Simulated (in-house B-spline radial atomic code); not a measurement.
Atomic self-consistent-field run: Hg III (Hg2+) (with a hole in an inner shell). Computed with an all-electron radial atomic-structure program (B-spline basis): Dirac-Kohn-Sham LDA VWN5, spherical fractional occupations, Fermi nucleus of rms radius 5.4648 fm.

Command:
```bash
python run_scf.py task.json out
```
Settings (nuclear radius in fm, mass in u):
```
Z                80
configuration    1s2 2s2 2p6 3s2 3p6 3d10 4s1 4p6 4d10 4f14 5s1 5p6 5d10 6s2
hamiltonian      dirac
method           lda,vwn
spin_polarised   False
nucleus          fermi
rms_radius       5.4648
atomic_mass      201.97064
speed_of_light   137.035999084
```

Output (hartree, bohr):
```
 radial grid: 81 intervals, B-splines of order 8, outer radius 60 bohr

 iter        energy (Eh)    residual
    1      -19611.739240    7.52e-01
    2      -19612.369583    9.62e-02
    3      -19612.670466    2.25e-02
    4      -19612.680575    8.88e-03
    5      -19612.681099    2.56e-03
    6      -19612.681155    2.13e-03
    7      -19612.681338    3.62e-04
    8      -19612.681342    1.36e-05
    9      -19612.681342    1.27e-06
   10      -19612.681342    1.37e-08

 total energy                    -19612.68134
 kinetic                           22593.6289
 electron-nucleus                 -49348.7028
 Hartree                            7502.5801
 exchange-correlation               -360.1876

 first-order corrections (not in the total)
   Gaunt                            25.3033
   retardation                      -2.6875
   frequency dependence             -0.4917
   self-energy                      18.9091
   Uehling                          -3.8911
   Wichmann-Kroll                    0.1731
   recoil                            0.0320

 orbital      occ     eigenvalue          <r>       <r^2>       <1/r>       r_max    small
 1s1/2      2.000     -3049.9287    0.0166045 0.000381475      97.426     0.01023  9.24e-02
 2s1/2      2.000      -541.8642    0.0692939  0.00574625      24.001     0.05941  2.12e-02
 2p1/2      2.000      -520.3489     0.056935  0.00405508     23.9771     0.04362  2.13e-02
 2p3/2      4.000      -448.8276    0.0656028  0.00524041     19.4096     0.05111  1.89e-02
 3s1/2      2.000      -130.0016     0.180224   0.0372912     8.80842      0.1671  7.11e-03
 3p1/2      2.000      -120.2391      0.17047   0.0339294     8.72863      0.1558  7.06e-03
 3p3/2      4.000      -104.3934     0.186354   0.0403198      7.5354       0.171  6.35e-03
 3d3/2      4.000       -88.0960      0.16209   0.0308446     7.43726      0.1329  6.25e-03
 3d5/2      6.000       -84.6960     0.166922   0.0325808     7.16725      0.1371  6.06e-03
 4s1/2      1.000       -29.8957     0.398225    0.179168      3.7473      0.3759  2.44e-03
 4p1/2      2.000       -25.6967     0.399775    0.182011     3.64181      0.3735  2.35e-03
 4p3/2      4.000       -21.8275     0.433616    0.213718     3.22731      0.4046  2.08e-03
 4d3/2      4.000       -14.9264     0.439381    0.223056     3.03275      0.3963  1.88e-03
 4d5/2      6.000       -14.1997     0.450271    0.234025     2.93821      0.4057  1.81e-03
 4f5/2      6.000        -5.2942     0.468143    0.262541     2.59682      0.3605  1.46e-03
 4f7/2      8.000        -5.1336      0.47429    0.269429     2.56106      0.3649  1.43e-03
 5s1/2      1.000        -5.6081     0.882643    0.873301     1.56642      0.8169  6.63e-04
 5p1/2      2.000        -4.1738     0.943061     1.00305     1.44822      0.8566  5.81e-04
 5p3/2      4.000        -3.4380       1.0321      1.2021      1.2947      0.9318  4.95e-04
 5d3/2      4.000        -1.4397      1.29775     1.94907     1.01451       1.085  3.16e-04
 5d5/2      6.000        -1.3517      1.34125     2.08385     0.97823       1.116  2.96e-04
 6s1/2      2.000        -0.9973      2.22274     5.53553    0.577195       1.972  1.11e-04
```

Run time, properties included: 1.2 s on 1 thread of Arm Neoverse V2, with other jobs on the host.

For the Dirac Hamiltonian the kinetic term is c α·p + (β - 1)c².
